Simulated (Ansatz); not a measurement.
CH₈AsNSi (`C[AsH]N[SiH3]`) at its PBE0-D4/def2-TZVP geometry, where that method's forces vanish. The species carries charge 0 and has multiplicity 1.

```xyz
12

C     0.4015    1.7798   -0.8068
As    1.4985    0.5168    0.2177
N     0.5807   -1.0477   -0.1732
Si   -0.9323   -1.4885    0.5190
H     0.6487    2.7957   -0.4921
H     0.6448    1.6668   -1.8634
H    -0.6619    1.5999   -0.6557
H     0.8062    0.8112    1.5534
H     1.2084   -1.7877   -0.4464
H    -1.4264   -2.7234   -0.1477
H    -0.8702   -1.7444    1.9878
H    -1.8980   -0.3785    0.3073
```

Task: What forces (eV/Å) does PBE-D4/def2-TZVPP give on these atoms in Ansatz? (Estimate.)

Result: Computed: 
```
C1  -0.079  0.067 -0.040
As2  0.585  0.128  0.042
N3  -0.154 -0.056 -0.149
Si4 -0.150 -0.055  0.090
H5   0.042  0.196  0.059
H6   0.049 -0.022 -0.200
H7  -0.215 -0.026  0.026
H8  -0.132  0.051  0.203
H9   0.222 -0.241 -0.096
H10 -0.057 -0.129 -0.072
H11 -0.009 -0.027  0.163
H12 -0.103  0.115 -0.025
```
